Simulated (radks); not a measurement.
The numbers below are computed, except where a source is named.
Q: The mean radii <r> (bohr) of the occupied orbitals of an atom or ion are listed with their occupations. Level of theory: scalar-relativistic Kohn-Sham, LDA (Slater exchange, Perdew-Wang correlation), spin-polarised, spherical densities, finite nucleus; Fermi nuclear charge, rms radius of each element as measured or else 0.836 A^(1/3) + 0.57 fm (a radial shooting solver on a logarithmic mesh with Libxc functionals).

| orbital | occ. | <r> |
|---|---|---|
| 1s up | 1 | 0.06657 |
| 1s down | 1 | 0.06657 |
| 2s up | 1 | 0.3093 |
| 2s down | 1 | 0.3089 |
| 2p up | 3 | 0.2747 |
| 2p down | 3 | 0.2743 |
| 3s up | 1 | 0.9505 |
| 3s down | 1 | 0.9514 |
| 3p up | 3 | 1.017 |
| 3p down | 3 | 1.019 |
| 3d up | 3 | 1.370 |
| 4s up | 1 | 2.960 |

Name the element and its charge. Open shells, if any, are filled with parallel spins first.

A: Z = 23, vanadium, charge +1: V+ in [Ar] 3d3 4s1. The 1s radius gives Z: for a bare nucleus <r> = (2 gamma + 1)/(2Z) with gamma = sqrt(1 - (Z/c)^2), 0.0646 bohr for Z = 23, and screening makes it slightly larger (0.06657 here). The occupations add up to 22, and the charge is Z minus that.
